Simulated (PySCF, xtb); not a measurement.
Bi(OH)3 (BiH₃O₃), SMILES [OH][Bi]([OH])[OH]. The values are those of a single conformer.

Harmonic wavenumbers (cm⁻¹) from xtb with GFN2-xTB at its own minimum, in rising order: 150, 150, 182, 257, 278, 279, 467, 467, 477, 853, 854, 900, 3671, 3673, 3674.

Q: What does PySCF with r2SCAN-D4/def2-SVP give at its own minimum? (Estimate from the structure and the level; the computed values follow.)

A: 116, 116, 167, 284, 284, 378, 552, 552, 575, 822, 822, 844, 3775, 3776, 3776. Paired by order, the mean absolute difference is 61 cm⁻¹ and the zero-point energies are 23.3 and 24.1 kcal/mol.
